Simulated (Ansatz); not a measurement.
B₄As₅H₁₆²⁺, a cluster cut from zinc blende BAs (hydrogen-capped). Total charge 2; doublet. Geometry r2SCAN-D4/def2-SVP, that of the charge +1 singlet; atoms count from 1.

Cartesian coordinates in Å:
```
B -0.736 0.573 1.736
B -0.725 1.738 -1.624
B 2.464 -0.067 0.324
B -0.459 -1.721 -0.843
As 1.319 0.505 1.929
As -1.290 1.984 0.334
As -1.309 -1.257 0.978
As -1.026 -0.224 -2.148
As 1.585 -1.702 -0.553
H -1.263 0.791 2.801
H 0.475 1.911 -1.651
H -1.382 2.460 -2.337
H 3.581 -0.348 0.693
H 2.380 0.833 -0.485
H -0.831 -2.802 -1.236
H 1.773 1.852 2.420
H 1.579 -0.331 3.155
H -0.822 3.324 0.831
H -2.780 2.142 0.493
H -2.811 -1.337 0.888
H -1.028 -2.347 1.978
H -2.462 -0.519 -2.497
H -0.365 -0.502 -3.470
H 1.900 -2.987 0.167
H 2.233 -1.972 -1.883
```

(1) Estimate the Mulliken populations from the PBE0/def2-SVP orbitals of Ansatz.

(2) Where does the spin sit?

(3) And the Mayer bond orders between heavy atoms (over 0.3)?

## Answers

(1) 
| atom | charge (e) | spin (α − β) |
| --- | --- | --- |
| B1 | -0.32 | 0.12 |
| B2 | -0.25 | 0.08 |
| B3 | -0.25 | 0.08 |
| B4 | -0.32 | 0.12 |
| As5 | 0.22 | 0.09 |
| As6 | 0.22 | 0.09 |
| As7 | 0.16 | -0.02 |
| As8 | 0.22 | 0.09 |
| As9 | 0.22 | 0.09 |
| H10 | 0.14 | -0.01 |
| H11 | 0.09 | -0.01 |
| H12 | 0.16 | 0.13 |
| H13 | 0.16 | 0.13 |
| H14 | 0.09 | -0.01 |
| H15 | 0.14 | -0.01 |
| H16 | 0.13 | 0.00 |
| H17 | 0.12 | 0.01 |
| H18 | 0.13 | 0.00 |
| H19 | 0.12 | 0.00 |
| H20 | 0.14 | 0.03 |
| H21 | 0.14 | 0.03 |
| H22 | 0.12 | 0.01 |
| H23 | 0.13 | 0.00 |
| H24 | 0.12 | 0.01 |
| H25 | 0.13 | 0.00 |
Mulliken values depend strongly on the basis.

(2) Summed by element: B 0.40, As 0.32, H 0.28, of 1 unpaired in all. Largest on single atoms: H12 0.13, H13 0.13, B4 0.12.

(3) B1–As5 0.83 (2.06 Å); B1–As6 0.83 (2.07 Å); B1–As7 0.87 (2.06 Å); B2–As6 0.85 (2.05 Å); B2–As8 0.85 (2.05 Å); B3–As5 0.85 (2.05 Å); B3–As9 0.85 (2.05 Å); B4–As7 0.87 (2.06 Å); B4–As8 0.83 (2.07 Å); B4–As9 0.83 (2.07 Å).
